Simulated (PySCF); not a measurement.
**How methods differ on the interval between two levels of Eu²⁺**

Eu²⁺ [Xe] 4f7 [8S7/2, M_J = 7/2] → Eu²⁺ [Xe] 4f6 6s1 [8F13/2, M_J = 13/2], as a difference of total energies. Calculation: PySCF 2.14, in x2c-TZVPall-2c; the two-component X2C-1e Hamiltonian. Correlated levels: [Ar] 3d10 frozen; the 18 highest virtual spinors dropped. "Screened" scales the spin-orbit matrix elements by Boettger's factors to mimic the two-electron term; Breit and QED terms are absent.

```json
{"method": "GHF (screened spin-orbit)", "interval between two levels (cm⁻¹)": "37978"}
{"method": "GMP2 (screened spin-orbit)", "interval between two levels (cm⁻¹)": "47945"}
```

The labels give the starting determinants; with spin-orbit coupling the two ends relaxed to ⟨J²⟩ = 15.76, ⟨L²⟩ = 0.10, ⟨S²⟩ = 15.70 and ⟨J²⟩ = 48.76, ⟨L²⟩ = 12.27, ⟨S²⟩ = 15.64.
